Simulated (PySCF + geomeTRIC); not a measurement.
Calculation: BP86-D3(BJ)/def2-SVP run with PySCF + geomeTRIC. fastk is a local helper that only speeds up exchange builds. No frequencies were computed at this level.

```python
import json, numpy as np
from pyscf import gto, dft
from fastk import lowrank_exchange
atoms = """
Hf     0.000000    -0.000000    -0.000000
F     -1.241140    -0.990501     0.891946
F      1.660854    -0.674119     0.322823
F     -0.343721    -0.062613    -1.787462
F     -0.075993     1.727233     0.572694
"""
def scf(charge, spin, dm0=None):
    mol = gto.M(atom=atoms, basis='def2-svp', ecp={'Hf': 'def2-svp'}, charge=charge, spin=spin, verbose=3, max_memory=10080)
    mf = dft.KS(mol, xc='bp86').density_fit(auxbasis="def2-universal-jkfit")
    mf.disp = 'd3bj'
    mf.grids.level = 3
    mf.conv_tol = 1e-8
    mf.max_cycle = 120
    mf.level_shift = 0.25
    mf.kernel(dm0)
    if not mf.converged:
        mf = mf.newton().run(mf.mo_coeff, mf.mo_occ).undo_soscf()
    return mf
mf = scf(0, 0)
from pyscf.geomopt.geometric_solver import kernel as optimize
path = []
done, mol = optimize(mf, maxsteps=120, assert_convergence=False, callback=lambda env: path.append((env["energy"], bool(env["g_scanner"].converged))))
res = dict(converged=bool(done and path[-1][1]), energy=path[-1][0], path=[e for e, c in path], xyz=mol.atom_coords(unit="Angstrom").tolist(), nao=mol.nao)
json.dump(res, open("result.json", "w"))
```

Output:

```
converged SCF energy = -447.483655824204
Geometry optimization cycle 1
converged SCF energy = -447.483655823723
cycle 1: E = -447.483655824  dE = -447.484  norm(grad) = 0.142097
Geometry optimization cycle 2
converged SCF energy = -447.506424499217
cycle 2: E = -447.506424499  dE = -0.0227687  norm(grad) = 0.0204073
Geometry optimization cycle 3
converged SCF energy = -447.507089648147
cycle 3: E = -447.507089648  dE = -0.000665149  norm(grad) = 0.004359
Geometry optimization cycle 4
converged SCF energy = -447.507121416508
cycle 4: E = -447.507121417  dE = -3.17684e-05  norm(grad) = 0.000435424
Geometry optimization cycle 5
converged SCF energy = -447.507121846634
cycle 5: E = -447.507121847  dE = -4.30126e-07  norm(grad) = 0.000671655
Geometry optimization cycle 6
converged SCF energy = -447.507122394296
cycle 6: E = -447.507122394  dE = -5.47662e-07  norm(grad) = 0.000459891
<class 'geometric.internal.Distance'> : 4
<class 'geometric.internal.Angle'> : 6
<class 'geometric.internal.TranslationX'> : 1
<class 'geometric.internal.TranslationY'> : 1
<class 'geometric.internal.TranslationZ'> : 1
<class 'geometric.internal.RotationA'> : 1
<class 'geometric.internal.RotationB'> : 1
<class 'geometric.internal.RotationC'> : 1
Step    0 : Gradient = 6.355e-02/7.118e-02 (rms/max) Energy = -447.4836558237
Step    1 : Displace = 1.001e-01/1.131e-01 (rms/max) Trust = 1.000e-01 (=) Grad = 9.126e-03/1.025e-02 (rms/max) E (change) = -447.5064244992 (-2.277e-02) Quality = 0.596
Step    2 : Displace = 1.259e-02/1.448e-02 (rms/max) Trust = 1.000e-01 (=) Grad = 1.949e-03/2.242e-03 (rms/max) E (change) = -447.5070896481 (-6.651e-04) Quality = 1.220
Step    3 : Displace = 3.587e-03/4.359e-03 (rms/max) Trust = 1.414e-01 (+) Grad = 1.947e-04/2.655e-04 (rms/max) E (change) = -447.5071214165 (-3.177e-05) Quality = 0.862
Step    4 : Displace = 5.338e-04/7.212e-04 (rms/max) Trust = 2.000e-01 (+) Grad = 3.004e-04/3.970e-04 (rms/max) E (change) = -447.5071218466 (-4.301e-07) Quality = 0.104
Step    5 : Displace = 2.691e-04/4.174e-04 (rms/max) Trust = 2.669e-04 (-) Grad = 2.057e-04/2.853e-04 (rms/max) E (change) = -447.5071223943 (-5.477e-07) Quality = 0.285
Converged! =D
```

Cost: very roughly 70 core-seconds.
